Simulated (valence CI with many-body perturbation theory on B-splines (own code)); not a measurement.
E1 transitions of Fe10+

Method: relativistic CI+MBPT: six valence electrons over a frozen Dirac-Fock core [Ne], a basis of 9 s, 9 p, 8 d, 6 f, 3 g, 1 h functions for each j, with the one-electron correlation potential Σ1 (screened to all orders), the two-electron term Σ2, the three-electron term Σ3, Breit, model QED; selected single and double excitations, second order for the rest, scaled by the run's own slope (own B-spline code, finite nucleus).

No measured levels were compared; by estimate levels of excited configurations hold to 0.05 to 0.15 % of their energy, terms of the ground configuration to about 0.5 %. Among the levels kept, up to 1500 cm⁻¹ of a level comes from second order outside the variational space, and about a tenth of that is noise between levels of different J, which matters for small intervals.

Lines 1 to 50 of 91 in falling wavelength, among levels below 67.776 eV, chosen from the strongest by gf and those to the six lowest levels. Wavelengths and rates use the calculated energies, so an error of 200 cm⁻¹ moves a line at 47.20 nm by 0.094 % and its rate by three times that or more. Electric multipoles are in the length gauge, E1 and E2 with the static RPA response of the core. Weak lines are less certain than strong ones. Lines between different terms over intervals too small for the method are left out, as are lines whose strength nearly cancels. Where a level lies close to another of its J and parity, the split of strength between their lines is uncertain.

Names give the largest LS component (configuration and term), which can be under half, so a name can repeat, a term be missing and a line seem to break the LS rules; names also repeat where a configuration has a term twice. Letters in brackets count levels of one name in rising energy.

```csv
λ vac (nm),Upper,Lower,A (s⁻¹),S (a.u.)
47.20,3s 3p5 3P°_1,3s2 3p4 1S_0,1.45e+07,2.26e-03
40.74,3s 3p5 3P°_2,3s2 3p4 1D_2,7.26e+07,1.21e-02
39.20,3s 3p5 3P°_1,3s2 3p4 1D_2,1.94e+06,1.73e-04
36.94,3s 3p5 3P°_2,3s2 3p4 3P_1,7.05e+08,8.77e-02
35.88,3s 3p5 3P°_1,3s2 3p4 3P_0,9.71e+08,6.64e-02
35.67,3s 3p5 3P°_1,3s2 3p4 3P_1,7.61e+08,5.11e-02
35.62,3s 3p5 1P°_1,3s2 3p4 1S_0,2.62e+08,1.75e-02
35.29,3s 3p5 3P°_2,3s2 3p4 3P_2,2.26e+09,2.45e-01
34.92,3s 3p5 3P°_0,3s2 3p4 3P_1,3.20e+09,6.72e-02
34.13,3s 3p5 3P°_1,3s2 3p4 3P_2,1.48e+09,8.69e-02
32.66,3s2 3p3 3d 5D°_1,3s2 3p4 1S_0,4.16e+04,2.15e-06
30.87,3s 3p5 1P°_1,3s2 3p4 1D_2,7.91e+09,3.45e-01
29.79,3s2 3p3 3d 3D°_1 [a],3s2 3p4 1S_0,1.96e+06,7.66e-05
28.77,3s 3p5 1P°_1,3s2 3p4 3P_0,1.41e+05,4.97e-06
28.63,3s 3p5 1P°_1,3s2 3p4 3P_1,1.71e+07,5.94e-04
28.62,3s2 3p3 3d 5D°_1,3s2 3p4 1D_2,3.75e+05,1.30e-05
28.60,3s2 3p3 3d 5D°_2,3s2 3p4 1D_2,5.82e+05,3.36e-05
28.57,3s2 3p3 3d 5D°_3,3s2 3p4 1D_2,1.83e+05,1.48e-05
27.63,3s 3p5 1P°_1,3s2 3p4 3P_2,2.93e+08,9.15e-03
26.81,3s2 3p3 3d 5D°_1,3s2 3p4 3P_0,1.22e+07,3.49e-04
26.70,3s2 3p3 3d 5D°_0,3s2 3p4 3P_1,1.10e+08,1.04e-03
26.69,3s2 3p3 3d 5D°_1,3s2 3p4 3P_1,3.37e+07,9.49e-04
26.68,3s2 3p3 3d 3D°_2 [a],3s2 3p4 1D_2,9.46e+06,4.44e-04
26.67,3s2 3p3 3d 5D°_2,3s2 3p4 3P_1,3.58e+03,1.68e-07
26.50,3s2 3p3 3d 3D°_3 [a],3s2 3p4 1D_2,7.05e+05,4.54e-05
26.39,3s2 3p3 3d 3D°_1 [a],3s2 3p4 1D_2,7.74e+05,2.10e-05
25.99,3s2 3p3 3d 3F°_2 [a],3s2 3p4 1D_2,7.53e+05,3.26e-05
25.82,3s2 3p3 3d 5D°_1,3s2 3p4 3P_2,5.80e+07,1.48e-03
25.80,3s2 3p3 3d 5D°_2,3s2 3p4 3P_2,6.76e+07,2.87e-03
25.78,3s2 3p3 3d 5D°_3,3s2 3p4 3P_2,2.57e+07,1.52e-03
25.77,3s2 3p3 3d 3F°_3 [a],3s2 3p4 1D_2,1.23e+07,7.25e-04
25.00,3s2 3p3 3d 3D°_2 [a],3s2 3p4 3P_1,6.69e+06,2.58e-04
24.96,3s2 3p3 3d 3D°_1 [b],3s2 3p4 1S_0,5.98e+07,1.38e-03
24.84,3s2 3p3 3d 3D°_1 [a],3s2 3p4 3P_0,1.31e+04,2.96e-07
24.76,3s2 3p3 3d 3P°_1 [a],3s2 3p4 1S_0,1.76e+06,3.95e-05
24.74,3s2 3p3 3d 3D°_1 [a],3s2 3p4 3P_1,1.60e+07,3.59e-04
24.39,3s2 3p3 3d 3F°_2 [a],3s2 3p4 3P_1,9.93e+03,3.55e-07
24.34,3s2 3p3 3d 3G°_3,3s2 3p4 1D_2,5.92e+07,2.95e-03
24.24,3s2 3p3 3d 1S°_0,3s2 3p4 3P_1,6.18e+07,4.34e-04
24.23,3s2 3p3 3d 3D°_2 [a],3s2 3p4 3P_2,4.38e+07,1.54e-03
24.08,3s2 3p3 3d 3D°_3 [a],3s2 3p4 3P_2,1.80e+06,8.69e-05
23.99,3s2 3p3 3d 3D°_1 [a],3s2 3p4 3P_2,2.08e+07,4.24e-04
23.66,3s2 3p3 3d 3F°_2 [a],3s2 3p4 3P_2,2.26e+07,7.40e-04
23.48,3s2 3p3 3d 3F°_3 [a],3s2 3p4 3P_2,1.23e+07,5.52e-04
23.33,3s2 3p3 3d 1D°_2,3s2 3p4 1D_2,1.01e+09,3.16e-02
22.53,3s2 3p3 3d 3D°_1 [b],3s2 3p4 1D_2,3.86e+08,6.53e-03
22.37,3s2 3p3 3d 3P°_1 [a],3s2 3p4 1D_2,3.49e+08,5.78e-03
22.35,3s2 3p3 3d 3F°_3 [b],3s2 3p4 1D_2,7.41e+07,2.86e-03
22.30,3s2 3p3 3d 3F°_2 [b],3s2 3p4 1D_2,1.05e+08,2.87e-03
22.29,3s2 3p3 3d 3G°_3,3s2 3p4 3P_2,4.04e+07,1.55e-03
```
